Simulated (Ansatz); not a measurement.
Molecule: furan-2-ol, C4H4O2 (charge 0, singlet). 
Structure (B3LYP-D3(BJ)/def2-TZVP (Ansatz, a first-principles code) minimum search):
SMILES: Oc1ccco1
```xyz
10

O      1.9593     0.1086     0.4462
C      0.6429     0.1299     0.1908
C     -0.3044     1.0663     0.4409
C     -1.5269     0.5081    -0.0686
C     -1.2312    -0.7060    -0.5808
O      0.1208    -0.9543    -0.4251
H      2.3276    -0.7252     0.1277
H     -0.1542     2.0173     0.9191
H     -2.5010     0.9670    -0.0488
H     -1.7957    -1.4831    -1.0606
```
Charge 0, spin multiplicity 1.

Quantity: vertical triplet-singlet gap (E(triplet) - E(singlet); each state is the SCF solution reached for its spin; the UHF <S^2> is 2.16 for the triplet (pure: 2.00)), in kJ/mol. Valence correlation only, unless marked. UHF or UKS for open shells. No spin-orbit coupling. No relativistic terms. CBS marks a two-point X^-3 extrapolation of the correlation energy; Hartree-Fock from the larger set. [CCSD(T)-MP2]/basis is that difference in the basis named.

```csv
level,program,vertical triplet-singlet gap (kJ/mol)
SVWN5/def2-TZVPD,Ansatz,401.0
PBE/def2-TZVPD,Ansatz,384.3
PBE0/def2-TZVPD,Ansatz,379.5
CAM-B3LYP/def2-TZVPD,Ansatz,384.5
wB97M-V/def2-TZVPD,Ansatz,403.7
"RI-MP2/CBS(aug-cc-pVTZ,aug-cc-pVQZ)",Ansatz,470.7
SCS-MP2/aug-cc-pVDZ,Ansatz,464.2
CCSD(T)/aug-cc-pVTZ,Ansatz,409.2
"RI-MP2/CBS(aug-cc-pVTZ,aug-cc-pVQZ)+[CCSD(T)-MP2]/aug-cc-pVDZ",Ansatz,413.4
"RI-MP2/CBS(aug-cc-pVTZ,aug-cc-pVQZ)+[CCSD(T)-MP2]/aug-cc-pVTZ",Ansatz,412.1
```
